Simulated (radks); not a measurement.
Q: All-electron atom: Os59+ in [Ne] 3s2 3p5 (the NIST ground configuration). Method: scalar-relativistic Kohn-Sham, LB94 model potential, spin-polarised, spherical densities, finite nucleus; open shells are filled with parallel spins first (spin-orbit coupling, left out, can overturn this in heavy ions); Fermi nuclear charge, rms radius 5.4126 fm; computed with a radial shooting solver on a logarithmic mesh with Libxc functionals. Some entries of the table are withheld. Estimate them.

| orbital | occ. | eigenvalue (eV) | <r^2> (bohr^2) |
|---|---|---|---|
| 1s up | 1 | -78653.42 | 0.0004322 |
| 1s down | 1 | -78653.30 | 0.0004322 |
| 2s up | 1 | (1) | 0.006488 |
| 2s down | 1 | (2) | 0.006490 |
| 2p up | 3 | -15724.82 | 0.005372 |
| 2p down | 3 | -15722.09 | 0.005375 |
| 3s up | 1 | -6844.240 | 0.03732 |
| 3s down | 1 | -6837.655 | 0.03731 |
| 3p up | 3 | -6361.766 | 0.03677 |
| 3p down | 2 | -6355.640 | 0.03676 |

A: 
(1) 2s up eigenvalue (eV): -17362.54
(2) 2s down eigenvalue (eV): -17361.15
